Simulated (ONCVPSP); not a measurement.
Which change was made? (Os, ONCV)

- Element: osmium
- Generator: ONCVPSP 4.0.1
- Type: optimised norm-conserving Vanderbilt (ONCV)
- Functional: PBE
- Relativity: scalar-relativistic
- Frozen core: [Kr] 4d10
- Valence charge: 30
- Reference configuration: 4f14 5s2 5p6 5d6 6s0.5 (charge +1.5)
- Partial waves: 5s+6s: rc 1.90 bohr, ncon 4, nbas 7, qcut 7.7 1/bohr, 2 projectors; 5p: rc 1.90 bohr, ncon 3, nbas 7, qcut 7 1/bohr, 2 projectors, debl 2.2 Ha; 5d: rc 2.00 bohr, ncon 4, nbas 8, qcut 7.4 1/bohr, 2 projectors, debl 2.1 Ha; 4f: rc 0.75 bohr, ncon 3, nbas 7, qcut 25.8 1/bohr, 3 projectors, debl 1.7 Ha
- Local potential: polynomial inside 0.60 bohr (lpopt 3, dvloc0 0 Ha)
- Core correction: Teter function, fcfact 1.75, rcfact 1.3

In the p channel the program set the typed energies aside and used -2.328, 0.250 Ha. In the f channel the program set the typed energies aside and used -2.368, 0.250, 1.950 Ha.

Cutoffs, loose and tight: the cutoffs (Ha) at which the residual kinetic energy of the hardest occupied pseudo-wave falls to 1 and 0.1 mHa per electron. They do not see the model core or the augmentation charge, which bear on the density cutoff. Test errors are all-electron minus pseudo excitation energies from the reference, over the configurations 4f14 5s2 5p6 5d6 6s2; 4f14 5s2 5p6 5d6 6s1; 4f14 5s2 5p6 5d6 6s0; 4f14 5s2 5p6 5d7 6s0; variants that change the core or the reference have their own tests.

The base gives: outcome: generated, projector energies reset by the program; cutoff, loose: 261 Ha; cutoff, tight: 286 Ha; bound ghosts: s, p; GHOST(+) flags above zero: d; largest test error (meV): -4.8.

(1) After one change the result is: outcome: generated, projector energies reset by the program; cutoff, loose: 307 Ha; cutoff, tight: 422 Ha; bound ghosts: s, p, d; GHOST(+) flags above zero: s, f; largest test error (meV): +4.8. Which change was it?
A. all radii but the core radius scaled by about 1.12 (s 2.12, p 2.12, d 2.24, f 0.84 bohr); local potential polynomial inside 0.68 bohr (lpopt 3, dvloc0 0 Ha)
B. all radii but the core radius scaled by about 0.77 (s 1.46, p 1.46, d 1.54, f 0.58 bohr); local potential polynomial inside 0.46 bohr (lpopt 3, dvloc0 0 Ha)
C. all radii but the core radius scaled by about 1.28 (s 2.44, p 2.44, d 2.56, f 0.96 bohr); local potential polynomial inside 0.76 bohr (lpopt 3, dvloc0 0 Ha)

## Answers

(1) B. The others give: all radii but the core radius scaled by about 1.12 (s 2.12, p 2.12, d 2.24, f 0.84 bohr); local potential polynomial inside 0.68 bohr (lpopt 3, dvloc0 0 Ha) → outcome: generated, projector energies reset by the program; cutoff, loose: 236 Ha; cutoff, tight: 261 Ha; bound ghosts: s; GHOST(+) flags above zero: p; largest test error (meV): -3.9 | all radii but the core radius scaled by about 1.28 (s 2.44, p 2.44, d 2.56, f 0.96 bohr); local potential polynomial inside 0.76 bohr (lpopt 3, dvloc0 0 Ha) → outcome: generated, projector energies reset by the program; cutoff, loose: 192 Ha; cutoff, tight: 212 Ha; bound ghosts: s, d; GHOST(+) flags above zero: p; largest test error (meV): -4.6.
